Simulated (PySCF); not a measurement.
**Core-level binding energies of `[BH3-]N([SiH3])[SiH3]`**

Compound: BH9NSi2 (charge -1).
Numbering: `[BH3-:1][N:2]([SiH3:3])[SiH3:4]`

Level of theory: delta-SCF UKS SCAN, pcX-2 on the ionised atom, pcseg-1 elsewhere, spin-free X2C in PySCF 2.14.0. Each binding energy is the total energy of the core-ionised species, with the hole localised on one atom, minus that of the ground state; both are solved self-consistently, so orbital relaxation is included.

Give the core binding energies atom by atom.

```
atom(s)                      environment     level  binding energy (eV)  2p1/2 (eV)  count
Si3/Si4                     SiH3 silicon     Si 1s              1842.34           –      2
     N2  nitrogen bridging silicon atoms      N 1s               398.52           –      1
     B1            four-coordinate boron      B 1s               188.92           –      1
Si3/Si4                     SiH3 silicon  Si 2p3/2               102.45      103.07      2
```

Express the binding energy of Si 2p3/2 of Si3/Si4 in atomic units and per mole.

102.45 eV = 3.7650 Eh = 9885 kJ/mol.

The first atom of each set that the bonding makes equivalent was ionised and stands for the set. 2p3/2 and 2p1/2 are the ΔSCF energy of one spin-free 2p hole plus the eigenvalues of a spin–orbit and ligand-field matrix of the shell. 2p1/2 minus 2p3/2 (ligand field included): Si 0.62 eV. The species carries charge -1, so core ionisation leaves a neutral species. The basis sets have no added diffuse functions. Geometry: PBE0-D3(BJ)/def2-SVP; no solvent, vibrations or thermal averaging.
